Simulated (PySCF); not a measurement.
Compound: C2H12Ge2OSi.
Atom-mapped SMILES: `[CH3:1][C@@H:2]([SiH3:3])[GeH2:4][O:5][GeH3:6]` (hydrogens: H7, H8, H9 on C1; H10 on C2; H11, H12, H13 on Si3; H14, H15 on Ge4; H16, H17, H18 on Ge6)

All values: wB97X-D/def2-SVPD (PySCF, non-relativistic), on one gas-phase PBE0-D3(BJ)/def2-SVP geometry that isn't relaxed in the solvent. The solvent is an IEF-PCM continuum (Bondi radii, 1.10 Å for H, scaled by 1.2), and excitations are vertical TDDFT with non-equilibrium linear response and a frozen core. Specific hydrogen bonds and non-electrostatic terms are outside this model. Spin–orbit coupling is left out although an atom past zinc is present.

Gas-phase singlets (H = HOMO, L = LUMO):

```csv
state,E (eV),λ (nm),f,leading configurations
S1,6.578,188,0.001,H→L 80%
S2,7.140,174,0.003,"H-1→L 69%, H-2→L 19%"
S3,7.404,167,0.013,"H→L+2 41%, H→L+1 37%, H-2→L 9%"
S4,7.523,165,0.038,"H-2→L 42%, H→L+1 21%"
S5,7.817,159,0.148,"H→L+2 28%, H→L+1 19%, H→L+3 14%"
```

Q: How does the list change in dichloromethane (ε = 8.93)?

A: 
| state | E (eV) | λ (nm) | f | leading configurations | change by rank (eV) |
| --- | --- | --- | --- | --- | --- |
| S1 | 6.600 | 188 | 0.001 | H→L 79% | +0.022 |
| S2 | 7.168 | 173 | 0.003 | H-1→L 61%, H-2→L 26% | +0.028 |
| S3 | 7.441 | 167 | 0.045 | H→L+2 46%, H-2→L 22%, H→L+1 14% | +0.037 |
| S4 | 7.525 | 165 | 0.037 | H→L+1 28%, H-2→L 27%, H-1→L 8% | +0.002 |
| S5 | 7.800 | 159 | 0.298 | H→L+1 29%, H→L+2 20%, H→L+3 16% | -0.017 |

Q: How do the frontier levels move from gas to dichloromethane?

A: 
| orbital | gas (eV) | solvent (eV) | change (eV) | Löwdin shares, gas | Löwdin shares, solvent |
| --- | --- | --- | --- | --- | --- |
| LUMO+2 | 2.06 | 2.22 | +0.16 | Ge6 18 %, Ge4 12 %, C1 10 %, Si3 9 % | Si3 13 %, Ge6 13 %, Ge4 13 %, C1 10 % |
| LUMO+1 | 1.74 | 1.86 | +0.12 | Ge6 34 %, Ge4 13 %, H16 8 %, H18 7 % | Ge6 38 %, Ge4 10 %, H18 8 %, H16 8 % |
| LUMO | 1.42 | 1.51 | +0.09 | Ge6 24 %, Ge4 18 %, O5 13 %, H16 8 % | Ge6 23 %, Ge4 18 %, O5 13 %, H16 7 % |
| HOMO | -9.61 | -9.51 | +0.10 | O5 25 %, C2 24 %, Ge4 14 %, C1 6 % | C2 26 %, O5 21 %, Ge4 15 %, C1 7 % |
| HOMO-1 | -10.26 | -10.19 | +0.07 | O5 31 %, C2 11 %, Ge4 11 %, H14 10 % | O5 27 %, C2 14 %, Ge4 10 %, H14 8 % |
| HOMO-2 | -10.49 | -10.44 | +0.05 | O5 37 %, Ge6 14 %, H17 12 %, C2 9 % | O5 39 %, Ge6 14 %, H17 12 %, C2 7 % |
| HOMO-3 | -10.99 | -10.91 | +0.08 | Si3 23 %, C2 15 %, H12 13 %, H11 9 % | Si3 19 %, C2 15 %, H12 11 %, O5 9 % |

The HOMO–LUMO gap goes from 11.03 to 11.02 eV.

Hardware: an Arm Neoverse N1 with one thread, shared host. Cost: 2.5 min wall, 1.4 GiB resident at most. This is the whole response run at wB97X-D/def2-SVPD in dichloromethane, SCF included.

Conformer computed: `[CH3:1][C@@H:2]([SiH3:3])[GeH2:4][O:5][GeH3:6]`: C1–C2–Ge4–O5 -151°, C2–Ge4–O5–Ge6 -94°.
